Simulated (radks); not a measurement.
Results of a calculation; reference values are marked as such.
Effect of the nuclear size on the tantalum ion Ta+, [Xe] 4f14 5d3 6s1. Level of theory: Dirac Kohn-Sham, LDA (Slater exchange, Perdew-Wang correlation), spin-unpolarised, spherical densities, finite nucleus; open shells fill j = l - 1/2 first; Fermi nuclear charge, rms radius 5.3507 fm (a radial shooting solver on a logarithmic mesh with Libxc functionals). The rms radius is varied about that value; shifts are against it.

rms radius (fm)  total energy shift (eV)  density at nucleus (e/bohr^3)  1s1/2 shift (meV)  2s1/2 shift (meV)  5p1/2 shift (meV)  6s1/2 shift (meV)  5d3/2 shift (meV)  6p1/2 (empty) shift (meV)  7s1/2 (empty) shift (meV)
4.8103                             -10.2                      1.355e+06              -4140               -578              0.199             -0.512              0.207                      0.072                     -0.078
5.1313                             -4.23                      1.326e+06              -1720               -240              0.082             -0.212              0.086                      0.030                     -0.032
5.3507                                 0                      1.307e+06              0.000              0.000              0.000              0.000              0.000                      0.000                      0.000
5.736                               7.71                      1.277e+06               3130                437             -0.150              0.387             -0.156                     -0.054                      0.059
5.9607                              12.4                      1.261e+06               5020                701             -0.240              0.620             -0.251                     -0.087                      0.094

Slopes of the eigenvalues against <r^2> in GHz/fm^2, as finite differences over the two radii next to the reference (eigenvalue slopes, not the field-shift constants of lines): 1s1/2 178000, 2s1/2 24900, 5p1/2 -8.55, 6s1/2 22.0, 5d3/2 -8.90, 6p1/2 (empty) -3.08, 7s1/2 (empty) 3.35.
